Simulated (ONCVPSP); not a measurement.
**What one change does to a pseudopotential (Tb, ONCV)**

ONCVPSP 4.0.1 input, shortened (lines: element, Z, core and valence counts, functional; n l f; lmax; l rc ep ncon nbas qcut; lloc lpopt rc5 dvloc0; l nproj debl; icmod fcfact rcfact), PBE, scalar-relativistic:

```
  Tb 65.00   10    4        4      upf
    1    0    2.00
    2    0    2.00
    2    1    6.00
    3    0    2.00
    3    1    6.00
    3    2   10.00
    4    0    2.00
    4    1    6.00
    4    2   10.00
    4    3    8.00
    5    0    2.00
    5    1    6.00
    5    2    1.00
    6    0    2.00
    2
    0    1.70    0.00    3    7    5.60
    1    2.50    0.00    3    6    5.20
    2    2.70    0.00    4    8    5.00
    4    5    1.60   -1.00
    0    2    2.80
    1    2    3.10
    2    3    3.90
    0    0.00    0.00
```

Change: all radii scaled by about 1.05 (s 1.78, p 2.62, d 2.82 bohr); local potential polynomial inside 1.68 bohr (lpopt 5, dvloc0 -1 Ha).

Cutoffs: the cutoffs (Ha) at which the residual kinetic energy of the hardest occupied pseudo-wave falls to 1 and 0.1 mHa per electron; they do not see the model core or the augmentation charge, which bear on the density cutoff. Errors are all-electron minus pseudo energies relative to the spin-unpolarised reference configuration.

Question: How do hardness, ghosts and transferability respond?

Answer: The potential gets softer (13 Ha and 20 Ha → 13 Ha and 16 Ha); the errors of the 3 common tests hardly move; neither file shows a bound ghost. A larger radius leaves more room for a smooth pseudo-wave, so fewer plane waves are needed.

```csv
quantity,base,changed
"cutoff, loose",13 Ha,13 Ha
"cutoff, tight",20 Ha,16 Ha
loose cutoff by channel,"s 13 Ha, p 7.8 Ha, d 8.2 Ha","s 13 Ha, p 7.8 Ha, d 8.1 Ha"
bound ghosts,none,none
GHOST(+) flags under 300 eV,s at 133.9 eV,s at 135.5 eV
"tests counted as reliable (solved cleanly; for ONCVPSP, near-neutral configurations with less than one 5d electron left out)",3 of 4,3 of 4
"error for 5s2 5p6 5d1 6s1, meV [ΔE 6.74 eV]",+1.0,+1.0
"error for 5s2 5p6 5d1 6s0, meV [ΔE 19.01 eV]",+18,+18
"error for 5s2 5p6 5d1.5 6s1.5, meV [ΔE 0.93 eV]",-1.6,-1.5
```
